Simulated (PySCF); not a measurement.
# GaCl₃ + BCl → GaCl + BCl₃

Level: PBE0 in the def2-TZVP basis family, all electrons, no relativity, computed in PySCF with density fitting; open shells unrestricted.

| species | state and structure | E (Eh) | ZPE (kJ/mol) | H(298 K) − H(0) (kJ/mol) | S° (J/(mol K)) |
| --- | --- | --- | --- | --- | --- |
| GaCl₃ | singlet, D3h, Ga–Cl 2.113 Å (×3) | -3304.96067 | 10.3 | 17.4 | 325.3 |
| BCl | singlet, C∞v, B–Cl 1.718 Å | -484.81148 | 5.0 | 8.9 | 213.2 |
| GaCl | singlet, C∞v, Ga–Cl 2.216 Å | -2384.72753 | 2.2 | 9.6 | 239.9 |
| BCl₃ | singlet, D3h, B–Cl 1.737 Å (×3) | -1405.13595 | 20.2 | 14.0 | 289.2 |

Q: What is the electronic reaction energy?

A: At PBE0/def2-TZVP, ΔE = -239.8 kJ/mol from the differences of the total energies times 2625.5, downhill. Both ends count: the low oxidation state of boron is very reactive, and gallium holds its high one more weakly.

Q: Add zero-point, thermal and entropy terms for 298.15 K and 1 bar.

A: ΔZPE = 7.1 and Δ[H(298) − H(0)] = -2.7 kJ/mol give ΔH° = -235.4 kJ/mol. ΔS° = -9.4 J/(mol K), so ΔG° = -235.4 − 298.15 × (-0.0094) = -233 kJ/mol.

Only the bonding shown was studied: isomers, or loss of a ligand pair, can lie lower.
